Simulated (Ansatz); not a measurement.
Saddle search on Si$_{4}$H$_{11}$OF, singlet by partitioned rational-function steps on PBE0-D4/def2-TZVP gradients (Ansatz 0.2.0), from this start:

Si1  (-0.274, 0.980, -0.034)
Si2  (1.155, -1.573, 0.326)
Si3  (0.081, 0.566, -2.310)
Si4  (-1.825, -0.130, 1.318)
F5  (-0.806, 2.545, 0.061)
H6  (1.502, 0.377, 0.907)
O7  (1.298, 1.437, 0.838)
H8  (2.559, -1.929, -0.095)
H9  (0.856, -2.420, 1.535)
H10  (0.282, -2.139, -0.766)
H11  (-0.161, 1.828, -3.075)
H12  (1.473, 0.088, -2.561)
H13  (-0.901, -0.473, -2.742)
H14  (-1.907, -1.579, 0.978)
H15  (-1.349, 0.033, 2.729)
H16  (-3.177, 0.498, 1.198)
H17  (1.193, 1.890, 1.691)
(Å)

```
step  energy less the last (meV)  largest force (eV/Å)  curvature followed (eV/Å²)
   1                        21.6                 0.560                      -10.74
   2                         5.1                 0.101                      -10.71
   3                        12.7                 0.443                      -10.74
   4                        22.4                 0.748                      -11.04
   5                         9.8                 0.457                      -11.48
   6                         2.5                 0.141                      -11.50
   7                         0.4                 0.089                      -11.54
   8                         0.2                 0.038                      -11.26
   9                         0.0                 0.014                      -11.27
```

The search ended at:

```
atom    x (Å)    y (Å)    z (Å)
 Si1  -0.2518   0.9550  -0.0161
 Si2   1.1281  -1.5388   0.3024
 Si3   0.0948   0.5344  -2.2928
 Si4  -1.8121  -0.1467   1.3283
  F5  -0.7933   2.4987   0.0423
  H6   1.4837   0.3996   0.9664
  O7   1.2863   1.4489   0.8582
  H8   2.5248  -1.8486  -0.1496
  H9   0.8620  -2.4283   1.4784
 H10   0.2497  -2.0693  -0.7919
 H11  -0.0404   1.8064  -3.0543
 H12   1.4398  -0.0441  -2.5416
 H13  -0.9495  -0.4198  -2.7472
 H14  -1.8830  -1.5933   1.0082
 H15  -1.3530   0.0256   2.7366
 H16  -3.1663   0.4590   1.1998
 H17   1.1802   1.9615   1.6731
```
